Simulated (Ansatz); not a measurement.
CH$_{6}$B$_{2}$O$_{2}$ (`BOC(B)O`), relaxed with RKS PBE0-D4/def2-TZVP in Ansatz 0.2.0 from a PBE-D4/def2-SVP geometry. The force threshold is 0.005 eV/Å; the program also tests the step.

Charge 0, multiplicity 1.

Start:

```xyz
11

B     1.006    1.389    0.137
O     1.064    0.058    0.053
C    -0.846   -0.636   -0.407
B     0.396   -1.327    0.277
O    -1.772   -0.021    0.279
H     2.060    1.999    0.245
H    -0.066    1.999    0.090
H    -0.822   -0.382   -1.491
H     0.268   -1.562    1.470
H     0.948   -2.183   -0.399
H    -2.234    0.665   -0.254
```

| step | energy (eV) | largest force (eV/Å) | largest move (Å) |
| --- | --- | --- | --- |
| 1 | -6575.7103 | 0.846 | 0.000 |
| 2 | -6575.7533 | 0.305 | 0.028 |
| 3 | -6575.7569 | 0.209 | 0.039 |
| 4 (rejected) | -6575.7565 | 0.213 | 0.034 |
| 5 | -6575.7604 | 0.038 | 0.017 |
| 6 | -6575.7620 | 0.049 | 0.044 |
| 7 | -6575.7632 | 0.069 | 0.041 |
| 8 | -6575.7642 | 0.057 | 0.013 |
| 9 | -6575.7667 | 0.208 | 0.122 |
| 10 | -6575.7703 | 0.270 | 0.040 |
| 11 | -6575.7815 | 0.316 | 0.090 |
| 13 (rejected) | -6575.8096 | 1.791 | 0.192 |
| 15 | -6575.8797 | 0.403 | 0.100 |
| 17 | -6575.8920 | 0.133 | 0.027 |
| 19 | -6575.8928 | 0.019 | 0.010 |
| 21 | -6575.8929 | 0.026 | 0.013 |
| 23 | -6575.8932 | 0.019 | 0.005 |
| 25 | -6575.8933 | 0.017 | 0.008 |
| 27 | -6575.8935 | 0.044 | 0.031 |
| 29 | -6575.8937 | 0.074 | 0.024 |
| 31 (rejected) | -6575.8938 | 0.055 | 0.013 |
| 33 (rejected) | -6575.8937 | 0.063 | 0.012 |
| 35 (rejected) | -6575.8940 | 0.010 | 0.010 |
| 37 | -6575.8940 | 0.011 | 0.004 |
| 39 | -6575.8940 | 0.004 | 0.002 |

End:

```xyz
11

B     0.875    1.418    0.159
O     0.666    0.161   -0.304
C    -0.680   -0.550   -0.427
B     0.385   -1.432    0.286
O    -1.679    0.046    0.265
H     1.995    1.699    0.461
H    -0.034    2.195    0.204
H    -0.858   -0.632   -1.499
H     0.410   -1.417    1.479
H     1.028   -2.209   -0.351
H    -2.106    0.721   -0.271
```

Hardware: 4 threads of a server CPU on a shared host. Wall time 94 s, peak host memory 0.44 GiB.
